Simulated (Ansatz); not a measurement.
Al4P4H14, a cluster cut from wurtzite AlP (hydrogen-capped). The state is a singlet with charge 0. Geometry r2SCAN-D4/def2-SVP; atoms count from 1.

Cartesian coordinates in Å:
```
Al -0.2499 -1.3192 -2.3623
P -1.0645 0.9973 -1.9153
Al -0.9474 -1.9952 1.5838
P 0.6676 -1.7776 -0.1861
P -1.6844 0.3875 1.6775
Al -0.7762 2.0657 0.2174
Al 2.6405 -0.5202 0.3753
P 1.5771 1.7296 0.5661
H -1.5860 -2.1409 -2.6400
H 0.8835 -1.1113 -3.4623
H -2.4456 1.1221 -2.2239
H -0.5556 1.9116 -2.8761
H -2.2557 -2.7733 1.1138
H -0.2609 -2.2328 3.0015
H 1.1667 -3.1053 -0.3251
H -3.0955 0.4903 1.5502
H -1.5576 0.9110 2.9921
H -1.3315 3.5434 0.3724
H 3.6289 -0.3642 -0.8643
H 3.1480 -0.8221 1.8548
H 2.2281 2.6757 -0.2702
H 1.8703 2.3280 1.8207
```

(1) Estimate the Mulliken populations from the PBE0/def2-TZVP orbitals of Ansatz.

(2) And the Mayer bond orders between bonded heavy atoms (over 0.3)?

Answers

(1) 
| atom | charge (e) |
| --- | --- |
| Al1 | 0.25 |
| P2 | -0.25 |
| Al3 | 0.25 |
| P4 | -0.38 |
| P5 | -0.25 |
| Al6 | 0.29 |
| Al7 | 0.25 |
| P8 | -0.25 |
| H9 | -0.10 |
| H10 | -0.10 |
| H11 | 0.12 |
| H12 | 0.12 |
| H13 | -0.10 |
| H14 | -0.10 |
| H15 | 0.10 |
| H16 | 0.12 |
| H17 | 0.12 |
| H18 | -0.08 |
| H19 | -0.10 |
| H20 | -0.10 |
| H21 | 0.12 |
| H22 | 0.12 |
Mulliken values and Mayer orders depend strongly on the basis.

(2) Al1–P2 0.60 (2.50 Å); Al1–P4 0.79 (2.41 Å); P2–Al6 0.81 (2.40 Å); Al3–P4 0.79 (2.41 Å); Al3–P5 0.60 (2.50 Å); P4–Al7 0.79 (2.41 Å); P5–Al6 0.81 (2.40 Å); Al6–P8 0.81 (2.40 Å); Al7–P8 0.60 (2.50 Å).
